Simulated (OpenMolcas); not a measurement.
Cu3+ with 6 ligands (fluoride) in octahedral coordination (Oh) at 1.85 Å. A charge of +0.5 e stands 2.6 Å behind each ligand. Ligand basis ANO-RCC-VDZP.

```
Program             : OpenMolcas 26.06
Method              : CASSCF
Basis               : ANO-RCC-VTZP [6s5p3d2f1g]
Scalar Hamiltonian  : DKH2, point nucleus
Active space        : 8 electrons in 5 orbitals (3d)
State averaging     : 2S+1 = 3 even, 10 roots; 2S+1 = 1 even, 15 roots
Spin-orbit coupling : RASSI with atomic mean-field integrals over the reference wave functions
```

Question: What is the spin-free ground state (labels of O, the rotations of Oh)?

Answer: 3A2, 1-fold in its orbital part; it has the highest spin that d8 allows.

Question: Where is the first state of the same spin?

Answer: 3T2 at 10600 cm-1 above the ground state.

Question: What are the lowest two levels with spin-orbit coupling?

Answer: A 3-fold level T2, then a 2-fold level E 10235 cm-1 above it. Their leading multiplicities are 3 (100 %) and 3 (99 %).

Question: What is χT at 300 K, and how does it compare with the textbook value?

Answer: The lowest level has 2S+1 = 3, for which the spin-only value is χT = S(S+1) / 2 = 1.000 cm3 K/mol (g = 2). The computed 1.324 at 300 K differs by +0.324, through orbital momentum, spin-orbit coupling and any other state in reach.

Question: Which ligand-field parameters describe the states?

Answer: A least-squares ligand-field fit to the states below 45000 cm-1, each weighted by its degeneracy and with a free common offset, gives 10Dq = 10828 cm-1, B = 1351 cm-1 and C = 4714 cm-1 (C/B = 3.49), with an rms deviation of 145 cm-1. 

Without dynamic correlation the repulsion within the d shell is too large (B by tens of per cent), so at a given field states of lower spin stand too high. Ligand-to-metal charge-transfer states are missing. With no ligand orbital active B as a rule stays too high, so bands that hang on it stand too high and its fall with covalency is understated. With metal d orbitals alone and no dynamic correlation the field as a rule comes out too small, by tens of per cent, by up to half for chloride and softer ligands, and the orbital part of g and χT, which goes as 1/10Dq, too large. No measured value stands beside these numbers; the geometry was imposed, not optimised, and the real ion may take another.
